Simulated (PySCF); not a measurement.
C5H5Cl, SMILES C=C=C/C=C/Cl.

Geometry optimised at r2SCAN-D4/def2-SVP. The structure was generated by enumeration; whether it is a known compound was not checked. One conformer was computed; it need not be the lowest.

Level of theory: PBE/def2-TZVP (PySCF).

The molecule is in vacuum.

Computed frontier levels, gap, dipole moment and polarisability:
The highest occupied level comes out as -5.53 eV, the lowest empty level comes out as -2.17 eV and the orbital gap is 3.36 eV. The dipole moment is 1.46 D and the quadrupole, principal values (traceless, Buckingham form, about the centre of nuclear charge) is -3.36, -2.86, 6.22 D·Å. The mean static polarisability comes out as 81.9 bohr³ (12.13 Å³) and the polarisability, principal values is 44.7, 71.7, 129.2 bohr³.
